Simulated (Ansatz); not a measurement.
One change: `CC(=O)OBF` becomes `BOC(C)=O`.

Ansatz, PBE0-D4/def2-TZVP geometries, multiplicity 1. Each molecule was computed in one conformer, which needn't be the lowest.

```json
{"property": "zero-point energy (PBE0-D4/def2-TZVP) / kJ/mol", "`CC(=O)OBF`": "177.8"}
{"property": "HOMO–LUMO gap (PBE/def2-TZVPP) / eV", "`CC(=O)OBF`": "4.90"}
{"property": "LUMO energy (PBE/def2-TZVPP) / eV", "`CC(=O)OBF`": "-1.93"}
{"property": "LUMO energy (PBE0/def2-TZVPP) / eV", "`CC(=O)OBF`": "-0.82"}
{"property": "HOMO energy (PBE0/def2-TZVPP) / eV", "`CC(=O)OBF`": "-8.54"}
{"property": "ideal-gas entropy at 298 K and 1 bar (rigid rotor, harmonic PBE0-D4/def2-TZVP) / J/(mol·K)", "`CC(=O)OBF`": "342"}
```

(1) What does the change do to each property? (Best estimate.)

## Answers

(1) Ansatz gave: 
| property | `BOC(C)=O` | shift |
| --- | --- | --- |
| zero-point energy (PBE0-D4/def2-TZVP) / kJ/mol | 191.8 | 14.0 |
| HOMO–LUMO gap (PBE/def2-TZVPP) / eV | 4.45 | -0.45 |
| LUMO energy (PBE/def2-TZVPP) / eV | -2.30 | -0.37 |
| LUMO energy (PBE0/def2-TZVPP) / eV | -1.23 | -0.41 |
| HOMO energy (PBE0/def2-TZVPP) / eV | -8.39 | 0.15 |
| ideal-gas entropy at 298 K and 1 bar (rigid rotor, harmonic PBE0-D4/def2-TZVP) / J/(mol·K) | 318 | -24 |

With PBE0 the HOMO rises by 0.15 eV and the LUMO falls by 0.41 eV, so the gap narrows by about 0.56 eV. PBE moves the HOMO by 0.08 eV and ωB97M-V by 0.16 eV.
